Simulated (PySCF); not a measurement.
**Electron correlation in I(2+) (iodine, charge +2)**

[Kr] 4d10 5s2 5p3, high-spin 4S determinant. Computed with PySCF 2.14 in aug-cc-pVQZ-PP with ECP28MDF, with a scalar-relativistic core potential. Frozen: 4s2 4p6 4d10; 5 electrons correlated.

MP2 pair energies summed by pair of shells (mhartree):

```json
{"pair": "5s-5p", "energy": "-48.58", "share (%)": "67.4"}
{"pair": "5p-5p", "energy": "-15.18", "share (%)": "21.1"}
{"pair": "5s-5s", "energy": "-8.30", "share (%)": "11.5"}
```

Total MP2 correlation energy: -72.06 mhartree.

Same-spin part -18.24 and opposite-spin part -53.82 mhartree; SCS-MP2 scales them by 1/3 and 6/5 to -70.66 mhartree.
